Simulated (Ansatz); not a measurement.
A run for Ansatz (a program for electronic structure): R-CCSD(T)/aug-cc-pVQZ on H2Se (SMILES [SeH2]). The run froze 14 orbitals, filled d shells among them.

Ansatz 0.2 input:
```yaml
crystal:
  periodic: [false, false, false]
  atoms:
    - {symbol: Se, position_ang: [-0.03496880, -0.52307872, 3.34766946]}
    - {symbol: H, position_ang: [-1.47877791, -0.59164649, 3.08545413]}
    - {symbol: H, position_ang: [-0.26552134, -0.01423495, 4.70950070]}
basis:
  gaussian:
    orbitals: aug-cc-pVQZ
magnetization: {spin_polarized: false}
correlation: {method: ccsd_t, electrons: outside_noble_gas}
scf: {lower_state_search: off}
```

Output:

```
Functional definition: HF
[...]
these checks for a lower state are left out or cut short: stability, starts, cluster_reference, orbital_swaps, neighbouring_geometries, increment
integrals: 0.66 GiB planned
1108 factors; integrals over basis functions are off by at most 1.3e-3 eV
mean field: 0.50 GiB planned
mean field evaluation 1: about -65335.4716 eV, gradient 9.5e0 eV
mean field evaluation 2: about -65335.4762 eV, gradient 9.5e0 eV
mean field evaluation 4: about -65335.9510 eV, gradient 1.5e0 eV
mean field evaluation 8: about -65335.9615 eV, gradient 1.1e-1 eV
mean field -65335.96160416 eV, -2401.0523026476 hartree, gradient 4.7e-6 eV, S^2 0.000000; 0 other end points of the search recorded, 0 dependent functions left out
14 core orbitals not correlated
reference -65335.96160416 eV, -2401.0523026476 hartree; 4, 4 occupied and 167, 167 virtual orbitals, 1108 factors
second order -5.03950519 eV of doubles, -0.00000000 eV of singles
coupled cluster: 1.10 GiB planned
cycle   1  -5.42820298 eV  change   -3.9e-1 eV  update   4.9e-2
cycle   2  -5.58501856 eV  change   -1.6e-1 eV  update   1.6e-2
cycle   3  -5.59615325 eV  change   -1.1e-2 eV  update   4.7e-3
cycle   4  -5.59517890 eV  change    9.7e-4 eV  update   1.4e-3
cycle   5  -5.59477040 eV  change    4.1e-4 eV  update   3.8e-4
cycle   6  -5.59468161 eV  change    8.9e-5 eV  update   1.3e-4
cycle   7  -5.59469336 eV  change   -1.2e-5 eV  update   3.7e-5
cycle   8  -5.59469916 eV  change   -5.8e-6 eV  update   1.0e-5
cycle   9  -5.59469711 eV  change    2.1e-6 eV  update   2.9e-6
perturbative correction -0.21797266 eV, -0.0080103474 hartree
Total energy: -65341.77427393 eV, -2401.2659143215 hartree
Checks for a lower state left out: stability, starts, cluster_reference, orbital_swaps, neighbouring_geometries, increment
```

The calculation finished and met its thresholds.

Cost: very roughly 15 core-seconds.
